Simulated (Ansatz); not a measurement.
Reaction (hydrogen abstraction from the Si–H bond): `F[SiH](F)O[SiH3]` + `[OH]`• → `F[Si](F)O[SiH3]`• + H₂O

Program: Ansatz. Geometries: PBE0-D4/def2-TZVP. ΔE: electronic, gas phase. CCSD(T)/CBS is the MP2 limit (def2-TZVPP, def2-QZVPP) plus CCSD(T) − MP2 in def2-TZVPP, frozen cores. This one scheme is used for every species. Functionals use def2-TZVPP. HSE06 is defined as in plane-wave codes. Open shells (•) are unrestricted, without spin–orbit coupling. Each species was taken in one conformer, which may not be the lowest.

Task: Is it downhill or uphill in electronic energy at CCSD(T)/CBS, and by how much? (Estimate.)

Result: Ansatz gave: Downhill: ΔE = -86.8 kJ/mol.

Task: What do these levels give: BLYP-D4, r2SCAN0-D4, HSE06-D4, B2PLYP, PBE, BLYP, CAM-B3LYP, HF/def2-SVP, CCSD(T)/def2-SVP, HF/def2-TZVPP, MP2/CBS(def2), CCSD/CBS(def2)? (Estimate.)

Result: Computed: BLYP-D4 -94.4, r2SCAN0-D4 -76.7, HSE06-D4 -90.4, B2PLYP -83.9, PBE -111.9, BLYP -96.8, CAM-B3LYP -81.6, HF/def2-SVP 2.4, CCSD(T)/def2-SVP -58.0, HF/def2-TZVPP -9.1, MP2/CBS(def2) -114.3, CCSD/CBS(def2) -79.5 kJ/mol.

Largest T1 diagnostic among the species: 0.013.

At CCSD(T), def2-SVP lies +28.7 kJ/mol from the extrapolated value and def2-TZVPP +9.4 kJ/mol. From BLYP to BHLYP (50 % exact exchange), in def2-TZVPP and without D4, ΔE moves by +41.2 kJ/mol. Leaving LDA and LC-ωPBE aside and taking each functional with its dispersion term where it has one, the values, not all of them listed here, spread over 56.4 kJ/mol, from PBE-D4 to BHLYP-D4. LDA lies −33.2 kJ/mol from PBE without D4.
